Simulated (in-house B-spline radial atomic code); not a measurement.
**Neutral fluorine: [He] 2s2 (2p1/2)1 (2p3/2)4 (an excited or competing configuration)**

Computed with an all-electron radial atomic-structure program (B-spline basis): Dirac-Hartree-Fock, average of the jj configuration, Fermi nucleus of rms radius 2.8976 fm.

Effective charges: Z_r = [3n² - l(l+1)]/(2<r>) from the radius, Z_e = n√(-2ε) from the energy, and Slater's rules. Values are occupation-weighted means over j.

| shell | electrons | ε (eV) | <r> (bohr) | Z_r | Z_e | Slater |
| --- | --- | --- | --- | --- | --- | --- |
| 1s | 2 | -718.73 | 0.1755 | 8.55 | 7.27 | 8.70 |
| 2s | 2 | -42.893 | 0.9996 | 6.00 | 3.55 | 5.20 |
| 2p | 5 | -19.854 | 1.085 | 4.61 | 2.42 | 5.20 |

The least bound orbital is 2p3/2 at -19.6 eV, and it is also the most diffuse (<r> = 1.089 bohr).

For the 1s electron the small component carries 0.0993 % of the norm, the zero-frequency Breit interaction raises the level by 0.2614 eV, self-energy by 0.09894 eV, and vacuum polarisation lowers it by 0.005072 eV.
